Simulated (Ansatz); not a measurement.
Start from `[CH3][Ta](=[O])([OH])[OH]` and change one atom or group to get `[O]=[Ta]([OH])([OH])[Cl]`.

Ansatz, PBE0-D4/def2-TZVP geometries, multiplicity 1. Each molecule was computed in one conformer, which needn't be the lowest.

Elements past krypton have def2 core potentials.

| property | `[CH3][Ta](=[O])([OH])[OH]` |
| --- | --- |
| HOMO–LUMO gap (ωB97M-V/def2-TZVPP) / eV | 11.67 |
| HOMO–LUMO gap (B3LYP/def2-TZVPP) / eV | 7.16 |
| HOMO energy (PBE0/def2-TZVPP) / eV | -8.32 |
| HOMO–LUMO gap (PBE0/def2-TZVPP) / eV | 7.67 |
| HOMO–LUMO gap (PBE/def2-TZVPP) / eV | 5.36 |
| size of the dipole moment (ωB97M-V/def2-TZVPP) / D | 1.55 |

(1) What does the change do to each property? (Best estimate.)

## Answers

(1) Ansatz gave: 
| property | `[O]=[Ta]([OH])([OH])[Cl]` | shift |
| --- | --- | --- |
| HOMO–LUMO gap (ωB97M-V/def2-TZVPP) / eV | 12.06 | 0.39 |
| HOMO–LUMO gap (B3LYP/def2-TZVPP) / eV | 7.14 | -0.02 |
| HOMO energy (PBE0/def2-TZVPP) / eV | -9.07 | -0.75 |
| HOMO–LUMO gap (PBE0/def2-TZVPP) / eV | 7.66 | -0.01 |
| HOMO–LUMO gap (PBE/def2-TZVPP) / eV | 5.24 | -0.12 |
| size of the dipole moment (ωB97M-V/def2-TZVPP) / D | 5.20 | 3.65 |

The zero-point energy changes by -91.1 kJ/mol with -9 modes. Dipoles are sizes alone; their direction can turn.

B3LYP here is the variant with VWN-RPA as its local correlation; programs differ in this.
